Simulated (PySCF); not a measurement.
Species: H9N3OSi3.
Z-matrix (Å and degrees, GFN2-xTB geometry), rows numbered from 1:
```
O 
Si  1  1.6289
N   2  1.7268  1  111.21
Si  3  1.7242  2  127.63  1   157.39
N   4  1.7258  3  106.62  2    -7.46
Si  5  1.7258  4  128.89  3   -29.36
N   6  1.7243  5  106.56  4    26.30
H   1  0.9535  2  119.84  3   -58.28
H   2  1.4595  1  100.88  3  -121.56
H   3  1.0057  2  115.62  1   -37.08
H   4  1.4702  3  112.06  2   109.13
H   4  1.4729  3  107.72  2  -128.44
H   5  1.0052  4  114.82  3   165.47
H   6  1.4728  5  112.83  4   -90.94
H   6  1.4708  5  106.59  4   146.78
H   7  1.0057  2  115.63  1    35.36
```

Level of theory: wB97X-D/def2-SVPD in PySCF (dipole) on a GFN2-xTB geometry, gas phase.

Masses are those of the commonest isotopes; rigid-rotor values at the optimised geometry. The values belong to one conformer with, in the numbering `[OH:1][SiH:2]1[NH:3][SiH2:4][NH:5][SiH2:6][NH:7]1`, H–O1–Si2–N3 -58°, O1–Si2–N3–Si4 157°, Si2–N3–Si4–N5 -7°, N3–Si4–N5–Si6 -29°, Si4–N5–Si6–N7 26°.

Question: Give the principal moments of inertia and the rotational constants in MHz.

Answer: Ia = 237.51, Ib = 380.73, Ic = 581.24 u·Å²; 505379 MHz·u·Å²/I gives A = 2128, B = 1327, C = 869.5 MHz.

Question: What kind of rotor is it?

Answer: An asymmetric top; Ray's κ = -0.272.

Question: What does the inertial defect say?

Answer: Not planar: Δ = Ic − Ia − Ib = -37.00 u·Å². For a rigid frame Δ = −2 Σ m c², so Σ m c² = 18.50 u·Å² lies off the ab plane: 11.17 from hydrogen and 7.33 from heavier atoms. The atom farthest from that plane is 1.81 Å away.

Question: Give the other two planar moments, Paa and Pbb, and the rms extents of the mass along the axes.

Answer: Paa = Σ m a² = (Ib + Ic − Ia)/2 = 362.23 and Pbb = Σ m b² = (Ia + Ic − Ib)/2 = 219.01 u·Å². With the mass M = 151.01 u, the rms extents √(P/M) along a, b and c are 1.55, 1.20, 0.35 Å.

Question: Give the coordinates in the principal-axis frame, origin at the centre of mass.

Answer: The sense of each axis is arbitrary; atoms in the order of the calculation.
```
atom  mass (u)   a (Å)   b (Å)   c (Å)
  O1    15.995  -2.879   0.002  -0.281
 Si2    27.977  -1.393   0.010   0.385
  N3    14.003  -0.485  -1.377  -0.097
 Si4    27.977   1.230  -1.558  -0.115
  N5    14.003   1.894  -0.006   0.242
 Si6    27.977   1.239   1.556  -0.090
  N7    14.003  -0.473   1.366  -0.160
  H8     1.008  -2.974  -0.021  -1.229
  H9     1.008  -1.728   0.044   1.806
 H10     1.008  -1.008  -2.231  -0.182
 H11     1.008   1.699  -2.475   0.934
 H12     1.008   1.615  -2.042  -1.452
 H13     1.008   2.869  -0.011   0.488
 H14     1.008   1.669   2.090  -1.394
 H15     1.008   1.666   2.433   1.010
 H16     1.008  -0.994   2.213  -0.311
```

Question: Where do the levels up to J = 4 lie, in MHz?

Answer: Above 0(0,0):
J = 1: 1(0,1) 2197, 1(1,1) 2997, 1(1,0) 3455
J = 2: 2(0,2) 6443, 2(1,2) 6933, 2(1,1) 8307, 2(2,1) 10708, 2(2,0) 10856
J = 3: 3(0,3) 12523, 3(1,3) 12756, 3(1,2) 15472, 3(2,2) 17299, 3(2,1) 17957, 3(3,1) 22527, 3(3,0) 22559
J = 4: 4(0,4) 20312, 4(1,4) 20404, 4(1,3) 24776, 4(2,3) 25969, 4(2,2) 27620, 4(3,2) 31538, 4(3,1) 31745, 4(4,1) 38557, 4(4,0) 38563
The levels of one J sum to (2J + 1)J(J + 1)(A + B + C)/3.

Question: Predict some low-J microwave lines.

Answer: The dipole components are |μa| = 0.69 D, |μb| = 0.03 D, |μc| = 1.02 D. Intensities carry the squares of the components, which stand as 0.46 : 0.00 : 1.00 (a : b : c). Some lines, for components of 0.1 D or more:

```json
{"type": "a", "branch": "Q", "J(Ka,Kc)": "2(1,1) ← 2(1,2)", "MHz": "1374", "lower level (cm⁻¹)": "0.231"}
{"type": "c", "branch": "Q", "J(Ka,Kc)": "2(2,1) ← 2(1,1)", "MHz": "2401", "lower level (cm⁻¹)": "0.277"}
{"type": "c", "branch": "R", "J(Ka,Kc)": "1(1,0) ← 0(0,0)", "MHz": "3455", "lower level (cm⁻¹)": "0.000"}
{"type": "a", "branch": "R", "J(Ka,Kc)": "2(1,1) ← 1(1,0)", "MHz": "4852", "lower level (cm⁻¹)": "0.115"}
{"type": "a", "branch": "Q", "J(Ka,Kc)": "5(1,4) ← 5(1,5)", "MHz": "6148", "lower level (cm⁻¹)": "0.995"}
{"type": "c", "branch": "Q", "J(Ka,Kc)": "5(4,2) ← 5(3,2)", "MHz": "6358", "lower level (cm⁻¹)": "1.451"}
{"type": "c", "branch": "Q", "J(Ka,Kc)": "4(4,1) ← 4(3,1)", "MHz": "6812", "lower level (cm⁻¹)": "1.059"}
{"type": "a", "branch": "R", "J(Ka,Kc)": "3(2,1) ← 2(2,0)", "MHz": "7102", "lower level (cm⁻¹)": "0.362"}
{"type": "a", "branch": "R", "J(Ka,Kc)": "4(1,3) ← 3(1,2)", "MHz": "9305", "lower level (cm⁻¹)": "0.516"}
{"type": "c", "branch": "R", "J(Ka,Kc)": "3(2,1) ← 2(1,1)", "MHz": "9651", "lower level (cm⁻¹)": "0.277"}
{"type": "a", "branch": "R", "J(Ka,Kc)": "4(2,2) ← 3(2,1)", "MHz": "9663", "lower level (cm⁻¹)": "0.599"}
{"type": "c", "branch": "R", "J(Ka,Kc)": "3(3,0) ← 2(2,0)", "MHz": "11703", "lower level (cm⁻¹)": "0.362"}
{"type": "a", "branch": "R", "J(Ka,Kc)": "5(3,2) ← 4(3,1)", "MHz": "11763", "lower level (cm⁻¹)": "1.059"}
{"type": "c", "branch": "R", "J(Ka,Kc)": "3(3,1) ← 2(2,1)", "MHz": "11819", "lower level (cm⁻¹)": "0.357"}
{"type": "c", "branch": "R", "J(Ka,Kc)": "4(2,2) ← 3(1,2)", "MHz": "12149", "lower level (cm⁻¹)": "0.516"}
{"type": "c", "branch": "R", "J(Ka,Kc)": "4(2,3) ← 3(1,3)", "MHz": "13213", "lower level (cm⁻¹)": "0.425"}
{"type": "c", "branch": "R", "J(Ka,Kc)": "4(3,2) ← 3(2,2)", "MHz": "14240", "lower level (cm⁻¹)": "0.577"}
{"type": "c", "branch": "R", "J(Ka,Kc)": "4(4,0) ← 3(3,0)", "MHz": "16004", "lower level (cm⁻¹)": "0.752"}
{"type": "c", "branch": "R", "J(Ka,Kc)": "5(3,3) ← 4(2,3)", "MHz": "16820", "lower level (cm⁻¹)": "0.866"}
{"type": "c", "branch": "R", "J(Ka,Kc)": "5(4,1) ← 4(3,1)", "MHz": "18169", "lower level (cm⁻¹)": "1.059"}
{"type": "c", "branch": "R", "J(Ka,Kc)": "5(4,2) ← 4(3,2)", "MHz": "18328", "lower level (cm⁻¹)": "1.052"}
{"type": "c", "branch": "R", "J(Ka,Kc)": "5(5,0) ← 4(4,0)", "MHz": "20271", "lower level (cm⁻¹)": "1.286"}
{"type": "c", "branch": "R", "J(Ka,Kc)": "5(5,1) ← 4(4,1)", "MHz": "20276", "lower level (cm⁻¹)": "1.286"}
```

Stationary, but not proved a minimum. Constants of a rigid frame at the computed geometry: no zero-point averaging, no centrifugal distortion. A rigid rotor knows nothing of inversion at nitrogen, which can split or shift real lines. Quadrupole hyperfine structure (14N) is left out.

Time: 36 s of wall time. Hardware: one thread, x86-64 server, on a shared host. This is the wB97X-D/def2-SVPD job that gave the dipole, with the excitations it also computed.
